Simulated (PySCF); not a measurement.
## Electronic absorption of (H3Sn)2Se

(H3Sn)2Se.
Cartesian coordinates in Å at the PBE0-D3(BJ)/def2-SVP level; atoms count from 1:
```
atom  x, y, z in Å
Sn1   -0.910    0.269   -1.633
H2     0.622    0.352   -2.394
H3    -2.120   -0.250   -2.722
H4    -1.300    1.785   -0.935
Se5   -0.861   -1.506    0.185
Sn6    0.894   -0.357    1.632
H7     0.283    1.139    2.205
H8     2.311   -0.080    0.706
H9     1.214   -1.423    2.930
```

Computed, not measured: TDDFT CAM-B3LYP/def2-SVPD, vertical, gas phase, core orbitals frozen in the response, def2 core potentials past Kr (PySCF 2.14.0, density-fitted response routines). Spin–orbit coupling is left out.

**Question.** List the vertical singlet excitations with oscillator strengths and describe the spectrum.

**Answer.** 

| state | E (eV) | E (hartree) | f | main configurations (H = HOMO, L = LUMO) |
| --- | --- | --- | --- | --- |
| S1 | 4.53 | 0.1666 | 0.022 | H→L (95%) |
| S2 | 4.78 | 0.1756 | 0.0003 | H→L+1 (90%) |
| S3 | 5.83 | 0.2143 | 0.0001 | H→L+2 (64%), H→L+3 (31%) |
| S4 | 5.95 | 0.2186 | 0.0002 | H→L+3 (65%), H→L+2 (32%) |
| S5 | 6.20 | 0.2279 | 0.122 | H-1→L (83%) |
| S6 | 6.30 | 0.2317 | 0.0056 | H-1→L+1 (53%), H→L+5 (23%), H-2→L (14%) |
| S7 | 6.46 | 0.2373 | 0.075 | H-2→L (52%), H→L+5 (42%) |
| S8 | 6.80 | 0.2498 | 0.0001 | H→L+4 (90%) |
| S9 | 6.89 | 0.2532 | 0.015 | H→L+6 (47%), H-2→L+1 (39%) |
| S10 | 6.99 | 0.2570 | 0.705 | H-1→L+1 (38%), H→L+5 (29%), H-2→L (23%) |

Triplets (Tamm–Dancoff): T1 4.07 eV, H→L (93%); T2 4.43 eV, H→L+1 (87%); T3 5.34 eV, H-1→L (83%); T4 5.55 eV, H-1→L+1 (56%), H-2→L (26%).

The lowest singlet lies at 4.53 eV (273 nm, ultraviolet) and is weak; its leading configuration is HOMO→LUMO (95%). The most intense listed level is S10 at 6.99 eV (177 nm, f = 0.705), 2.46 eV above S1. It is the last of those listed, so stronger ones may follow. Löwdin shares by element: HOMO selenium 78%, tin 15%; LUMO tin 37%, selenium 34%, hydrogen 6% or more (atoms not listed hold the other 23%). Orbital energies (eV): HOMO-3 -10.64, HOMO-2 -9.76, HOMO-1 -9.36, HOMO -8.01, LUMO -0.25, LUMO+1 0.04, LUMO+2 0.41. The listed states span 2.46 eV, and the widest gap between neighbours is 1.05 eV (S2 to S3). Weighted by f, the mean energy of these states is 6.78 eV. No computed singlet lies in the visible range (380 to 750 nm); the lowest, at 273 nm, stands 1.27 eV above its violet end (3.26 eV). The vertical ionisation energy (ΔSCF) is 8.67 eV, 1.67 eV above S10. Only the lowest 10 singlets were computed, as vertical energies without vibronic structure.
